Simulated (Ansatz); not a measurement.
Geometry optimisation, Ansatz 0.2.0, RKS r2SCANh/6-31G*.

input.yaml

```yaml
crystal:
  periodic: [false, false, false]
  atoms:
    - { symbol: O, position_ang: [-0.22024, 0.79587, -1.01883] }
    - { symbol: C, position_ang: [0.56948, -0.2125, -0.30302] }
    - { symbol: B, position_ang: [-0.22474, -0.71427, 0.98611] }
    - { symbol: Cl, position_ang: [-1.7434, 0.00092, 1.18446] }
    - { symbol: H, position_ang: [0.21719, 1.66806, -1.01152] }
    - { symbol: H, position_ang: [-1.0896, 0.82856, -0.47133] }
    - { symbol: H, position_ang: [1.55917, 0.18031, -0.07378] }
    - { symbol: H, position_ang: [0.72711, -1.03339, -1.00899] }
    - { symbol: H, position_ang: [0.20502, -1.51355, 1.7169] }
total_charge: 1
basis:
  gaussian: { orbitals: "6-31G*" }
hamiltonian:
  xc: r2scanh
relax:
  f_tol: 0.015
  max_steps: 40
```

Run as:

```bash
$ ansatz run input.yaml --threads 1 --pin off --max-ram 2048MiB --backend cpu --events-out ev --progress --plain --runs-dir out
```

Question: Where does it end, and by what steps?

Answer: The run converged. Limits of this set-up: the dipole of an ion depends on the origin. After 9 steps the energy has fallen by 0.170 eV; H5 moved furthest, 0.36 Å.

| step | energy less start (eV) | largest force component (eV/Å) | accepted |
| --- | --- | --- | --- |
| 0 | 0.0000 | 1.534 | yes |
| 1 | -0.1018 | 0.707 | yes |
| 2 | -0.1408 | 0.505 | yes |
| 3 | -0.1440 | 0.359 | yes |
| 4 | -0.1648 | 0.167 | yes |
| 5 | -0.1654 | 0.220 | yes |
| 6 | -0.1687 | 0.157 | yes |
| 7 | -0.1698 | 0.085 | yes |
| 8 | -0.1702 | 0.023 | yes |
| 9 | -0.1703 | 0.004 | yes |

```xyz
9
Properties=species:S:1:pos:R:3
O -0.255 0.793 -1.006
C 0.569 -0.224 -0.244
B -0.242 -0.785 0.989
Cl -1.775 -0.061 1.358
H 0.238 1.563 -1.353
H -1.040 1.080 -0.473
H 1.489 0.278 0.070
H 0.805 -0.986 -0.989
H 0.210 -1.658 1.649
```

Whether the end is a true minimum wasn't checked by a vibrational analysis.

Time of the run: 55 s on 1 thread of Arm Neoverse V1, with other jobs on the host, peak memory 0.18 GiB.
